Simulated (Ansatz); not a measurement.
Relaxation of CrCl3 with UKS B3LYP-D4/def2-SVP.

```sh
$ ansatz run in.yaml --threads 2 --pin off --events-out ev --progress --plain --max-ram 4352MiB
```

```yaml
crystal:
  periodic: [false, false, false]
  atoms:
    - {symbol: Cr, position_ang: [0.000110, 0.000480, -0.000920]}
    - {symbol: Cl, position_ang: [2.065920, -0.025960, 0.012270]}
    - {symbol: Cl, position_ang: [-1.011400, 1.801110, -0.015590]}
    - {symbol: Cl, position_ang: [-1.054630, -1.775630, 0.004240]}
basis:
  gaussian: {orbitals: def2-SVP}
magnetization: {spin_polarized: true, initial_magnetization: 3}
hamiltonian: {xc: {name: B3LYP}, dispersion: d4}
scf: {omitted_lower_state_checks: [starts]}
output: {orbitals: {seedname: orbitals}}
relax: {f_tol: 0.02, max_steps: 100}
```

Hardware: 2 threads of AMD EPYC 7R43 on a shared host. Wall time 56 s.

Positions (Å) and forces (eV/Å) at steps 1, 4, 6, 7, 8, 9 of 9:

```xyz
4
step=1 energy=-65979.3959 eV
Cr    0.000    0.000   -0.001    0.010   -0.008   -0.002
Cl    2.066   -0.026    0.012    1.395   -0.016    0.009
Cl   -1.011    1.801   -0.016   -0.689    1.229   -0.010
Cl   -1.055   -1.776    0.004   -0.716   -1.205    0.003
4
step=4 energy=-65979.5440 eV
Cr    0.000    0.000   -0.036    0.000    0.000   -0.004
Cl    2.139   -0.026    0.024    0.002    0.000    0.001
Cl   -1.047    1.866   -0.004   -0.001    0.001    0.001
Cl   -1.093   -1.840    0.016   -0.001   -0.002    0.001
4
step=6 energy=-65979.5425 eV rejected
Cr    0.000   -0.001   -0.132    0.009   -0.007    0.046
Cl    2.140   -0.025    0.057   -0.112    0.001   -0.016
Cl   -1.047    1.867    0.028    0.048   -0.089   -0.014
Cl   -1.093   -1.841    0.048    0.056    0.096   -0.016
4
step=7 energy=-65979.5441 eV
Cr    0.000    0.000   -0.055    0.001    0.000   -0.004
Cl    2.139   -0.026    0.031   -0.009    0.000    0.001
Cl   -1.047    1.866    0.002    0.003   -0.007    0.001
Cl   -1.093   -1.840    0.022    0.004    0.007    0.001
4
step=8 energy=-65979.5421 eV rejected
Cr    0.001    0.000   -0.152    0.003   -0.005    0.059
Cl    2.137   -0.026    0.063   -0.094    0.002   -0.020
Cl   -1.046    1.864    0.034    0.044   -0.078   -0.019
Cl   -1.091   -1.837    0.055    0.047    0.081   -0.020
4
step=9 energy=-65979.5442 eV
Cr    0.000    0.000   -0.065    0.001    0.000   -0.003
Cl    2.139   -0.026    0.034   -0.008    0.000    0.001
Cl   -1.047    1.866    0.005    0.003   -0.006    0.001
Cl   -1.092   -1.839    0.026    0.004    0.007    0.001
```
